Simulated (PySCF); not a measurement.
# Spin-rotation constants: SMILES c1cc(C2CC2)nnn1, C$_{6}$H$_{7}$N$_{3}$

Geometry:
```tsv
atom	x (Å)	y (Å)	z (Å)
C1	2.722	-0.297	-0.365
C2	1.541	0.250	-0.831
C3	0.405	-0.036	-0.066
C4	-0.928	0.457	-0.414
C5	-2.126	-0.412	-0.105
C6	-1.883	0.809	0.703
N7	0.525	-0.790	1.033
N8	1.666	-1.259	1.395
N9	2.753	-1.039	0.738
H10	3.670	-0.152	-0.865
H11	1.493	0.855	-1.723
H12	-0.960	1.059	-1.314
H13	-1.922	-1.366	0.355
H14	-2.933	-0.418	-0.821
H15	-2.519	1.670	0.561
H16	-1.513	0.680	1.708
```

Theory: GIAO PBE/pcSseg-1 magnetisability, rotational g tensor and spin-rotation constants, non-relativistic, gas phase (PySCF 2.14.0). Geometry: GFN2-xTB.

(1) Give the nuclear spin-rotation constants along the inertial axes (H = +C I·J) beside the isotropic shieldings.

Answers

(1) Rotational constants 4.5856, 1.2001, 1.0268 GHz. A star marks the isotopologue with that one atom substituted, in its own axes.
```tsv
atom	isotope	Caa (kHz)	Cbb (kHz)	Ccc (kHz)	mean (kHz)	σ (ppm)
N7	14N	1.613	0.297	0.031	0.647	-150.9
N8	14N	2.145	0.303	0.051	0.833	-258.6
N9	14N	1.340	0.376	0.028	0.581	-153.9
H10	1H	0.099	-0.002	-0.096	0.000	22.9
H11	1H	-0.494	0.131	-0.115	-0.159	24.7
H12	1H	-0.427	0.015	-0.121	-0.178	29.9
H13	1H	-0.361	-0.046	-0.076	-0.161	29.8
H14	1H	-0.158	-0.117	-0.071	-0.115	30.3
H15	1H	-0.157	-0.117	-0.072	-0.115	30.3
H16	1H	-0.360	-0.048	-0.075	-0.161	29.8
C1	13C*	1.814	0.577	0.153	0.848	35.5
C2	13C*	1.426	0.568	0.122	0.706	63.2
C3	13C*	2.302	0.587	0.128	1.006	17.6
C4	13C*	0.627	0.191	0.172	0.330	159.9
C5	13C*	0.544	0.147	0.215	0.302	162.4
```
For the geometry as given, no vibrational averaging.
